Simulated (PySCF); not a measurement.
**H2PbS: one-bond stretch**

These are results of PBE0/[Pb def2-TZVP with ECP60, S def2-TZVP, H def2-TZVP], scalar-relativistic core potentials, density fitting, no spin–orbit coupling, PySCF, not measurements.

Rigid scan from the singlet minimum (Pb–H 1.766 Å (×2), Pb–S 2.273 Å; H–Pb–H 108.8°, H–Pb–S 125.6° (×2)). Coordinate: the bond from Pb to the last atom (H) scaled, the rest fixed. Energies in kJ/mol from the minimum.

```
scale of one bond  E (kJ/mol)  dipole size (D)
             0.92        13.9             3.84
             0.96         3.1             3.75
             1.00         0.0             3.67
             1.05         4.0             3.55
             1.12        19.5             3.40
             1.20        45.6             3.23
             1.35       103.6             2.97
             1.55       178.9                –
             1.80       254.4                –
             2.20       331.2                –
```

At long bonds a restricted determinant can lie too high, and another spin state can fall below this curve.

No spin–orbit coupling is included, which matters more the heavier the element.

The scan took 11 s on 2 threads of a shared Arm Neoverse V2 host; the process peaked at 1.1 GiB. Launch command: `OMP_NUM_THREADS=2 python axn.py task.json out`.
